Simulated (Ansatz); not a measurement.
Stepwise reaction of `C#[C][Ti]([F])([F])[C]#C` with water, as a gas-phase model of exchange steps in deposition or etching. ΔE in kJ/mol; ΔG adds harmonic PBE0-D4 terms to CCSD(T)/CBS, at 1 bar.

Computed with Ansatz on PBE0-D4/def2-TZVP structures; ΔE is electronic, products minus reactants. CBS: MP2 limit from def2 TZ/QZ plus the TZ coupled-cluster correction, frozen cores. This one scheme is used for every species. DFT in def2-TZVPP. B3LYP here is the variant with VWN-RPA as its local correlation; programs differ in this. For Ti outer-core shells are correlated without core-valence functions, which leaves a few kJ/mol of doubt a bond. Scalar relativity is left out up to krypton. One conformer a species, not always the lowest.

| step | reaction | PBE-D4 | B3LYP-D4 | ωB97M-V | CCSD(T)/CBS | ΔG(600 K) |
| --- | --- | --- | --- | --- | --- | --- |
| 1 | `C#[C][Ti]([F])([F])[C]#C` + H₂O → `C#[C][Ti]([OH])([F])[F]` + `C#C` | -105.3 | -110.0 | -114.2 | -106.0 | -105.3 |
| 2 | `C#[C][Ti]([OH])([F])[F]` + H₂O → `[OH][Ti]([OH])([F])[F]` + `C#C` | -94.2 | -98.8 | -99.2 | -91.8 | -86.2 |

Task: By hand: ΔE of the 2 steps together at CCSD(T)/CBS.

Result: (-106.0) + (-91.8) = -197.8 kJ/mol, or -98.9 kJ/mol a step.

In ΔE each step is higher than the one before. All are downhill at CCSD(T)/CBS. ΔG lies between -105.3 and -86.2 kJ/mol a step. PBE-D4 differs from CCSD(T)/CBS by -2.4 to 0.7 kJ/mol a step. Only this route is followed, and other bonds may react first. Isolated molecules leave out the surface, adducts and barriers. Largest T1 diagnostic: 0.023.
